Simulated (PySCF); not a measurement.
Al(Me)2(SeH) (C₂H₇AlSe), SMILES [CH3][Al]([CH3])[SeH]. Atoms are numbered in the order given.

```xyz
11

Al    -0.7745     0.5572    -0.1988
C     -2.5430    -0.2868    -0.1089
H     -2.5048    -1.3549     0.1605
H     -3.0667    -0.2042    -1.0787
H     -3.1823     0.2234     0.6346
C     -0.4521     2.4398    -0.6589
H      0.1861     2.5294    -1.5562
H      0.0767     2.9669     0.1554
H     -1.3880     2.9884    -0.8591
Se     1.0554    -0.8113     0.2841
H      2.0322     0.2726     0.0762
```

Geometry optimised at TPSSh-D3(BJ)/def2-SVP. The structure was generated by enumeration; whether it is a known compound was not checked. The values are those of a single conformer.

The numbers are results of TDDFT-ωB97X/def2-SVPD (PySCF), not measurements.

Vertical excitations. 

| state | energy (eV) | λ (nm) | f | main pairs |
|---|---|---|---|---|
| S1 | 5.72 | 217 | 0.019 | HOMO→LUMO+2 56 %, HOMO→LUMO 27 % |
| S2 | 5.98 | 207 | 0.078 | HOMO→LUMO+1 91 % |
| S3 | 6.21 | 200 | 0.098 | HOMO→LUMO 52 %, HOMO→LUMO+3 19 %, HOMO→LUMO+2 9 % |
| S4 | 6.23 | 199 | 0.000 | HOMO−1→LUMO+1 55 %, HOMO−2→LUMO+1 41 % |
| S5 | 6.32 | 196 | 0.000 | HOMO−2→LUMO+1 56 %, HOMO−1→LUMO+1 40 % |
| S6 | 6.94 | 179 | 0.092 | HOMO−1→LUMO 57 %, HOMO−1→LUMO+2 28 % |
| S7 | 7.30 | 170 | 0.168 | HOMO−2→LUMO 66 % |
| S8 | 7.44 | 167 | 0.322 | HOMO−1→LUMO+2 32 %, HOMO−1→LUMO 19 %, HOMO−2→LUMO 16 %, HOMO−1→LUMO+3 8 % |
| S9 | 7.64 | 162 | 0.004 | HOMO→LUMO+3 56 %, HOMO→LUMO+2 23 % |
| S10 | 7.85 | 158 | 0.001 | HOMO→LUMO+4 58 %, HOMO→LUMO+7 14 % |
| T1 | 5.34 | 232 | 0 | HOMO→LUMO+2 62 %, HOMO→LUMO 15 % |
| T2 | 5.35 | 232 | 0 | HOMO→LUMO+1 94 % |
| T3 | 5.89 | 210 | 0 | HOMO−1→LUMO+1 57 %, HOMO→LUMO 23 % |
| T4 | 5.96 | 208 | 0 | HOMO−2→LUMO+1 84 % |
Triplets are in the Tamm–Dancoff approximation, which puts them higher than full response would, so one can lie above its singlet here.
